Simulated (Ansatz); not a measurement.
Ansatz (a quantum-chemistry and plane-wave program) input:
A basis named .json is the Basis Set Exchange file of that set.

Ansatz 0.2 input:
```yaml
crystal:
  periodic: [false, false, false]
  atoms:
    - {symbol: B, position_ang: [0.11087453, -0.49285834, 0.11110979]}
    - {symbol: Cl, position_ang: [-0.21186230, 1.22791613, -0.25597167]}
    - {symbol: O, position_ang: [1.37103021, -0.66070397, 0.54486429]}
    - {symbol: O, position_ang: [-0.78429365, -1.48959255, -0.02674186]}
    - {symbol: H, position_ang: [-1.64660601, -1.20791033, -0.34900998]}
basis:
  gaussian:
    orbitals: aug-cc-pV_T+d_Z.json
    fitting: {mean_field: def2-universal-jkfit, correlation: aug-cc-pVTZ-RIFIT.json}
magnetization: {spin_polarized: true, initial_magnetization: 1}
correlation: {method: mp2, electrons: outside_noble_gas}
```

Q: What final total energy does it print?

A: -635.40817 Eh (RI-MP2/aug-cc-pV(T+d)Z). The basis has 216 functions.

It need not be the lowest isomer of its formula.
